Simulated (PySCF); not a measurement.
Z-matrix (Å, degrees):
```
Ta
F 1 1.9456
N 1 1.9880 2 103.56
H 3 1.0256 1 124.70 2 84.07
H 3 1.0256 4 109.75 1 169.56
N 1 2.0171 2 82.07 3 113.49
H 6 1.0233 1 125.63 2 167.96
H 6 1.0259 7 110.83 1 164.66
N 1 2.0171 2 82.09 8 131.32
H 9 1.0233 1 125.62 2 -167.94
H 9 1.0260 10 110.83 1 -164.62
N 1 2.0199 2 159.61 8 64.70
H 12 1.0257 1 123.62 2 179.94
H 12 1.0262 13 108.58 1 -179.91
```
Charge 0, spin multiplicity 1.

Give the LUMO, total energy and dipole moment at the level TPSSh-D3(BJ)/def2-TZVP // PBE-D3(BJ)/def2-SVP (PySCF).


```
Quantity             Result
-------------  ------------
LUMO               -1.04 eV
total energy   -10369.06 eV
dipole moment        2.88 D
```
